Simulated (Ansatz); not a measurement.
Basis-set extrapolation for CH6OSi2, SMILES `[SiH3][SiH]1CO1` (PBE0-D4/def2-TZVP geometry, frozen core, Ansatz). Multiplicity 1, RHF reference.

```tsv
	def2-TZVPP	def2-QZVPP
HF	-694.124887	-694.148703
MP2 correlation	-0.650799	-0.698619
CCSD(T) correlation	-0.723874	not run
```

Energies in hartree. Use E(X) = E(∞) + A·exp(−7.88·√X) for Hartree–Fock and E(X) = E(∞) + B·X^(−2.97) for correlation, with X = 3 and 4, and add CCSD(T) minus MP2 of the smaller set to the MP2 limit.

Question: What is the CCSD(T) energy at the basis-set limit?

Answer: HF limit: -694.148703 + (-0.023816) × 0.13774 = -694.15198. MP2 limit: -0.698619 + (-0.047820) × 0.74074 = -0.73404. Higher-order term: -0.723874 − (-0.650799) = -0.07308. Total: -694.95910 hartree, 69.2 kcal/mol below CCSD(T)/def2-TZVPP.
